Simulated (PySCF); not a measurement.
Assignment exercise: C3H8FNSi

Geometry:
| atom | x (Å) | y (Å) | z (Å) |
| --- | --- | --- | --- |
| C1 | -0.644 | 1.517 | -0.098 |
| C2 | -0.592 | 0.193 | -0.092 |
| C3 | -1.828 | -0.604 | -0.380 |
| F4 | -1.799 | -1.822 | 0.262 |
| Si5 | 0.992 | -0.810 | 0.242 |
| N6 | 2.425 | 0.135 | 0.380 |
| H7 | -1.556 | 2.067 | -0.285 |
| H8 | 0.236 | 2.113 | 0.076 |
| H9 | -1.896 | -0.829 | -1.453 |
| H10 | -2.743 | -0.097 | -0.054 |
| H11 | 1.211 | -1.684 | -0.912 |
| H12 | 0.850 | -1.498 | 1.522 |
| H13 | 2.563 | 0.700 | 1.201 |
| H14 | 2.780 | 0.617 | -0.430 |

PySCF 2.14.0 with density-fitted response routines calculation with coordinates at the GFN2-xTB level and shielding tensors at PBE0/pcSseg-1 (GIAO); gas phase, relativity neglected, one averaged value for each set of equivalent atoms, one conformer.

Chemical shifts δ = σref − σ; ¹³C and ¹H vs TMS, all at this level.

Question: Assign these signals to the numbered atoms. ¹³C{¹H} NMR (computed): δ 161.7, 127.8, 91.9.

Answer: 
| δ (ppm) | atoms | environment | reason |
| --- | --- | --- | --- |
| 161.7 | C2 | fully substituted alkene carbon | the olefinic region |
| 127.8 | C1 | terminal =CH2 carbon | as expected for a trigonal carbon in a double bond |
| 91.9 | C3 | allylic sp3 CH2 bonded to F | the inductive effect lowers its shielding |

Question: Assign these signals to the numbered atoms. ¹H NMR (400 MHz, computed): δ 5.89 (m, 1H), 5.52 (m, 1H), 5.49 (m, 2H), 5.01 (s, 2H), 0.18 (br s, 2H).

Answer: 
```tsv
δ (ppm)	atoms	environment	reason
5.89	H7	hydrogen on a terminal =CH2 carbon	olefinic region
5.52	H8	hydrogen on a terminal =CH2 carbon	–
5.49	H9/H10	hydrogen on an allylic sp3 CH2 bonded to F	its carbon carries F, hence the downfield position
5.01	H11/H12	hydrogen on a silicon bonded to C, N	–
0.18	H13/H14	hydrogen on a nitrogen bonded to Si	exchangeable; this is the value without hydrogen bonding to other molecules
```

H8 and H9/H10 lie closer than the usual error of such a calculation, so a measured spectrum could show them in the other order.

OH/NH shifts are gas-phase values; hydrogen bonding in solution moves them, usually downfield. Splittings by ¹⁹F in the carbon and heteronuclear signals aren't shown, as no couplings were computed. Shifts are as computed. Against solution values, carbons near 30 ppm lie about +3 ppm off and those near 130 ppm about +5 ppm. Of 1211 compounds with measured shifts, 218 miss one by over three times the rms of a fit or turn the order of signals round; such compounds aren't used in these exercises. Multiplicities follow the n + 1 count of equivalent neighbours, as no J values were calculated; m marks all less simple cases, F and P coupling included.
